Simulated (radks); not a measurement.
The numbers below are computed, except where a source is named.
The mean radii <r> (bohr) of the occupied orbitals of an atom or ion are listed with their occupations. Code: a radial shooting solver on a logarithmic mesh with Libxc functionals. Model: non-relativistic Kohn-Sham, LDA (Slater exchange, Perdew-Wang correlation), spin-unpolarised, spherical densities, point nucleus.

orbital  occ.      <r>
1s          2  0.02372
2s          2   0.1003
2p          6  0.08499
3s          2   0.2459
3p          6   0.2340
3d          4   0.2039

Name the element and its charge.

Answer. Z = 64, gadolinium, charge +42: Gd42+ in [Ar] 3d4. The 1s radius gives Z: for a bare nucleus <r> = 1.5/Z, 0.02344 bohr for Z = 64, and screening makes it slightly larger (0.02372 here). The occupations add up to 22, and the charge is Z minus that.
